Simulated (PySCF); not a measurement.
# Atomic charges against the basis set

Compound: C2H6BFN2.
Geometry (PBE0-D3(BJ)/def2-SVP, Å), atoms numbered from 1 in this order:
```xyz
12
C2H6BFN2 angstrom
C     -1.2330    0.7935   -0.2222
N     -0.4575   -0.2299    0.4911
B      1.0004   -0.6027   -0.1528
F      1.4917   -1.5958    0.6775
C      1.8201    0.7645   -0.0816
N      2.3381    1.8012   -0.0296
H     -2.1950    0.9826    0.2728
H     -1.4047    0.4521   -1.2505
H     -0.6433    1.7185   -0.2567
H     -0.9707   -1.1130    0.5391
H     -0.2911    0.0513    1.4613
H      0.7789   -0.9528   -1.3040
```

PBE0 throughout (PySCF), one geometry, spherical d and f functions. Isolated species at its PBE0-D3(BJ)/def2-SVP geometry (one conformer only). Atoms taken as equivalent share a column and are averaged. The first 7 of 10 kinds of atom are listed.

Mulliken charges (e):

| basis | functions | C1 | N2 | B3 | F4 | C5 | N6 | H7/H8/H9 |
| --- | --- | --- | --- | --- | --- | --- | --- | --- |
| STO-3G | 36 | -0.153 | -0.335 | +0.216 | -0.190 | -0.074 | -0.256 | +0.121 |
| 6-31G | 66 | -0.369 | -0.796 | +0.562 | -0.381 | -0.059 | -0.321 | +0.223 |
| pcSseg-0 | 66 | -0.474 | -0.855 | +0.671 | -0.373 | -0.167 | -0.401 | +0.279 |
| 6-31G* | 96 | -0.422 | -0.730 | +0.420 | -0.350 | +0.034 | -0.350 | +0.228 |
| def2-SVP | 114 | -0.009 | -0.129 | +0.107 | -0.207 | -0.181 | -0.094 | +0.088 |
| cc-pVDZ | 114 | -0.043 | -0.015 | +0.138 | -0.198 | -0.130 | -0.171 | +0.088 |
| aug-cc-pVDZ | 192 | +0.871 | -0.137 | -0.048 | -0.520 | +0.082 | -0.485 | -0.158 |
| 6-311+G(2d,p) | 198 | -0.395 | -0.504 | +0.551 | -0.439 | -0.058 | -0.353 | +0.182 |
| def2-TZVP | 222 | -0.323 | -0.224 | +0.131 | -0.309 | -0.239 | -0.053 | +0.167 |
| cc-pVTZ | 264 | -0.221 | +0.057 | +0.150 | -0.270 | -0.191 | -0.121 | +0.129 |
| IGLO-III | 270 | -0.299 | -0.421 | +0.528 | -0.425 | -0.060 | -0.334 | +0.157 |

IAO charges (e):

```tsv
basis	functions	C1	N2	B3	F4	C5	N6	H7/H8/H9
STO-3G	36	-0.300	-0.256	+0.070	-0.239	-0.061	-0.203	+0.163
6-31G	66	-0.341	-0.315	+0.176	-0.386	-0.006	-0.246	+0.178
pcSseg-0	66	-0.321	-0.311	+0.163	-0.372	-0.001	-0.244	+0.174
6-31G*	96	-0.318	-0.304	+0.201	-0.388	-0.003	-0.254	+0.170
def2-SVP	114	-0.305	-0.292	+0.185	-0.390	-0.004	-0.244	+0.166
cc-pVDZ	114	-0.316	-0.298	+0.187	-0.390	-0.005	-0.245	+0.169
aug-cc-pVDZ	192	-0.326	-0.305	+0.191	-0.401	+0.007	-0.260	+0.173
6-311+G(2d,p)	198	-0.328	-0.310	+0.194	-0.402	+0.007	-0.261	+0.174
def2-TZVP	222	-0.327	-0.312	+0.200	-0.403	+0.005	-0.259	+0.174
cc-pVTZ	264	-0.328	-0.312	+0.199	-0.401	+0.003	-0.256	+0.174
IGLO-III	270	-0.328	-0.312	+0.198	-0.403	+0.007	-0.261	+0.174
```

Hirshfeld charges (e):

```
        basis  functions      C1      N2      B3      F4      C5      N6  H7/H8/H9
       STO-3G         36  +0.043  +0.020  +0.088  -0.152  -0.072  -0.227    +0.042
        6-31G         66  -0.023  -0.017  +0.097  -0.207  -0.028  -0.242    +0.061
     pcSseg-0         66  -0.022  -0.008  +0.089  -0.199  -0.029  -0.233    +0.060
       6-31G*         96  -0.024  -0.019  +0.093  -0.195  -0.019  -0.253    +0.061
     def2-SVP        114  -0.034  -0.029  +0.088  -0.193  -0.021  -0.241    +0.063
      cc-pVDZ        114  -0.031  -0.029  +0.088  -0.188  -0.029  -0.236    +0.062
  aug-cc-pVDZ        192  -0.042  -0.060  +0.110  -0.201  -0.018  -0.247    +0.068
6-311+G(2d,p)        198  -0.033  -0.057  +0.113  -0.207  -0.019  -0.249    +0.066
    def2-TZVP        222  -0.037  -0.054  +0.107  -0.203  -0.018  -0.248    +0.066
      cc-pVTZ        264  -0.039  -0.052  +0.104  -0.199  -0.018  -0.245    +0.066
     IGLO-III        270  -0.042  -0.060  +0.109  -0.202  -0.017  -0.248    +0.068
```

ESP-fitted charges (e):

```json
{"basis": "STO-3G", "functions": "36", "C1": "-0.397", "N2": "+0.060", "B3": "-0.027", "F4": "-0.198", "C5": "+0.232", "N6": "-0.435", "H7/H8/H9": "+0.149"}
{"basis": "6-31G", "functions": "66", "C1": "-0.281", "N2": "-0.247", "B3": "+0.316", "F4": "-0.386", "C5": "+0.248", "N6": "-0.483", "H7/H8/H9": "+0.135"}
{"basis": "pcSseg-0", "functions": "66", "C1": "-0.322", "N2": "-0.233", "B3": "+0.335", "F4": "-0.382", "C5": "+0.245", "N6": "-0.489", "H7/H8/H9": "+0.149"}
{"basis": "6-31G*", "functions": "96", "C1": "-0.245", "N2": "-0.254", "B3": "+0.224", "F4": "-0.304", "C5": "+0.211", "N6": "-0.450", "H7/H8/H9": "+0.127"}
{"basis": "def2-SVP", "functions": "114", "C1": "-0.210", "N2": "-0.253", "B3": "+0.248", "F4": "-0.328", "C5": "+0.196", "N6": "-0.439", "H7/H8/H9": "+0.118"}
{"basis": "cc-pVDZ", "functions": "114", "C1": "-0.214", "N2": "-0.267", "B3": "+0.243", "F4": "-0.318", "C5": "+0.180", "N6": "-0.424", "H7/H8/H9": "+0.120"}
{"basis": "aug-cc-pVDZ", "functions": "192", "C1": "-0.223", "N2": "-0.340", "B3": "+0.364", "F4": "-0.364", "C5": "+0.201", "N6": "-0.462", "H7/H8/H9": "+0.125"}
{"basis": "6-311+G(2d,p)", "functions": "198", "C1": "-0.244", "N2": "-0.342", "B3": "+0.377", "F4": "-0.372", "C5": "+0.186", "N6": "-0.456", "H7/H8/H9": "+0.131"}
{"basis": "def2-TZVP", "functions": "222", "C1": "-0.235", "N2": "-0.320", "B3": "+0.357", "F4": "-0.362", "C5": "+0.186", "N6": "-0.453", "H7/H8/H9": "+0.127"}
{"basis": "cc-pVTZ", "functions": "264", "C1": "-0.228", "N2": "-0.336", "B3": "+0.346", "F4": "-0.352", "C5": "+0.180", "N6": "-0.444", "H7/H8/H9": "+0.126"}
{"basis": "IGLO-III", "functions": "270", "C1": "-0.222", "N2": "-0.339", "B3": "+0.368", "F4": "-0.364", "C5": "+0.189", "N6": "-0.456", "H7/H8/H9": "+0.125"}
```

Some averages cover members that differ in this geometry, most widely: H7/H8/H9, Mulliken in aug-cc-pVDZ -0.219 to -0.127; H7/H8/H9, Mulliken in 6-31G* +0.204 to +0.250; H7/H8/H9, Mulliken in 6-31G +0.198 to +0.244; H7/H8/H9, Mulliken in 6-311+G(2d,p) +0.161 to +0.203 e.

Question: Which scheme is steadiest as the basis changes?

Answer: Largest range over the bases for any column: Hirshfeld 0.08 e, IAO 0.16 e, ESP-fitted 0.40 e, Mulliken 1.35 e. Hirshfeld charges move least and Mulliken charges most, counted in e. Without the minimal STO-3G basis the ranges are Hirshfeld 0.05, IAO 0.04, ESP-fitted 0.15, Mulliken 1.35 e.

Question: How much do the charges still move between the two largest bases, cc-pVTZ and IGLO-III?

Answer: At most, over all atoms: Mulliken 0.478 e, IAO 0.005 e, Hirshfeld 0.009 e, ESP-fitted 0.022 e.

Question: What do the same runs give for the total energy, the frontier levels and the dipole moment?

Answer: 
| basis | energy (Eh) | HOMO (eV) | LUMO (eV) | μ (D) |
| --- | --- | --- | --- | --- |
| STO-3G | -309.6082 | -4.23 | 5.21 | 7.25 |
| 6-31G | -313.6496 | -8.32 | 0.58 | 7.48 |
| pcSseg-0 | -313.0326 | -8.49 | 0.37 | 7.59 |
| 6-31G* | -313.7263 | -8.22 | 0.70 | 7.23 |
| def2-SVP | -313.5027 | -8.38 | 0.27 | 7.28 |
| cc-pVDZ | -313.7530 | -8.31 | 0.30 | 7.20 |
| aug-cc-pVDZ | -313.7760 | -8.59 | -0.91 | 7.23 |
| 6-311+G(2d,p) | -313.8355 | -8.63 | -0.79 | 7.29 |
| def2-TZVP | -313.8618 | -8.58 | -0.25 | 7.26 |
| cc-pVTZ | -313.8512 | -8.54 | -0.19 | 7.21 |
| IGLO-III | -313.8702 | -8.61 | -0.53 | 7.25 |

The dipole is fixed by the density alone, so its range of 0.39 D shows that the density itself changes with the basis, not only its division among atoms.
